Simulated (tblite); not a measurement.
C4H4F3S (doublet state).
SMILES: `FC(F)(F)C1([S])CC1`

Computed with GFN2-xTB (tblite): harmonic, unscaled wavenumbers at the GFN2-xTB geometry, gas phase. This tight-binding method is rough: wavenumbers can miss measured ones by several per cent, in bad cases by 10 to 20. Open shells enter through the occupations alone, without spin polarisation, and single modes of such species can be off by tens of per cent.

Harmonic wavenumbers (cm⁻¹): 38.4, 163.3, 189.0, 250.6, 261.0, 342.8, 413.8, 447.0, 505.0, 539.8, 652.5, 774.3, 813.1, 906.5, 940.2, 981.9, 1044.5, 1065.2, 1065.5, 1069.7, 1078.0, 1135.5, 1196.0, 1325.1, 1413.0, 1456.8, 3087.6, 3088.8, 3104.6, 3118.2.

A = 2326, B = 1643, C = 1272 MHz; mass 140.999 u (most abundant isotopes); point group Cs, symmetry number 1; spin multiplicity 2.

Problem. Zero-point energy?

Solution. ½Σν̃ = 16234 cm⁻¹ = 46.41 kcal/mol.

Problem. Entropy at 273.15 K, 1 bar (ideal gas, RRHO, classical rotation)?

Solution. Translation 40.33, rotation 28.32, vibration 17.42, spin (R ln 2) 1.38: S = 87.5 cal/(mol K).

Problem. And Cp and H(273.15 K) − H(0)?

Solution. Cp = 28.04 cal/(mol K), of which vibrations give 20.09 (their classical limit is 30 R = 59.6); H(273.15 K) − H(0) = 4.78 kcal/mol without the zero-point energy, 2.61 from vibrations.

Problem. Blend soft modes into free rotors: weight 1/[1 + (100 cm⁻¹/ν̃)⁴] for the oscillator and the rest for a rotor with moment μB/(μ + B), μ = h/(8π²ν), B = 10⁻⁴⁴ kg m². What vibrational entropy results?

Solution. 16.02 cal/(mol K) in place of 17.42, which changes −T·S at 273.15 K by +0.38 kcal/mol.

Problem. Which modes carry the vibrational entropy at 273.15 K?

Solution. 38.4 cm⁻¹: 5.17; 163.3 cm⁻¹: 2.35; 189.0 cm⁻¹: 2.08; 250.6 cm⁻¹: 1.57; 261.0 cm⁻¹: 1.50; 342.8 cm⁻¹: 1.06 cal/(mol K); the other 24 give 3.69 together.

Problem. How do the functions run with temperature in this model?

Solution. 
```json
{"T (K)": "50", "S (cal/(mol K))": "58.6", "Cp (cal/(mol K))": "10.6", "H − H(0) (kcal/mol)": "0.46", "G − H(0) (kcal/mol)": "-2.47", "ln q(vib)": "0.42"}
{"T (K)": "100", "S (cal/(mol K))": "67.1", "Cp (cal/(mol K))": "14.5", "H − H(0) (kcal/mol)": "1.08", "G − H(0) (kcal/mol)": "-5.63", "ln q(vib)": "1.09"}
{"T (K)": "298.15", "S (cal/(mol K))": "90.0", "Cp (cal/(mol K))": "29.9", "H − H(0) (kcal/mol)": "5.51", "G − H(0) (kcal/mol)": "-21.32", "ln q(vib)": "4.40"}
{"T (K)": "373.15", "S (cal/(mol K))": "97.3", "Cp (cal/(mol K))": "35.1", "H − H(0) (kcal/mol)": "7.95", "G − H(0) (kcal/mol)": "-28.35", "ln q(vib)": "5.74"}
{"T (K)": "500", "S (cal/(mol K))": "108.6", "Cp (cal/(mol K))": "42.1", "H − H(0) (kcal/mol)": "12.87", "G − H(0) (kcal/mol)": "-41.42", "ln q(vib)": "8.02"}
{"T (K)": "750", "S (cal/(mol K))": "127.4", "Cp (cal/(mol K))": "50.6", "H − H(0) (kcal/mol)": "24.56", "G − H(0) (kcal/mol)": "-71.00", "ln q(vib)": "12.36"}
{"T (K)": "1000", "S (cal/(mol K))": "142.7", "Cp (cal/(mol K))": "55.5", "H − H(0) (kcal/mol)": "37.87", "G − H(0) (kcal/mol)": "-104.83", "ln q(vib)": "16.32"}
```

q(vib) and H(0) count from the zero-point level.

Problem. What must be added to the electronic energy to get the Gibbs energy at 273.15 K and 1 bar?

Solution. ZPE + [H(273.15 K) − H(0)] − T·S = 46.41 + 4.78 − 23.89 = 27.30 kcal/mol.

Hindered rotation and anharmonicity are outside this model.

The run took 0.38 s on one thread, Arm Neoverse V1 (aarch64), no GPU, shared host. This covers the Hessian and the dipole derivatives.

Conformer computed: `[F:1][C:2]([F:3])([F:4])[C:5]1([S:6])[CH2:7][CH2:8]1`: F1–C2–C5–S6 180°.
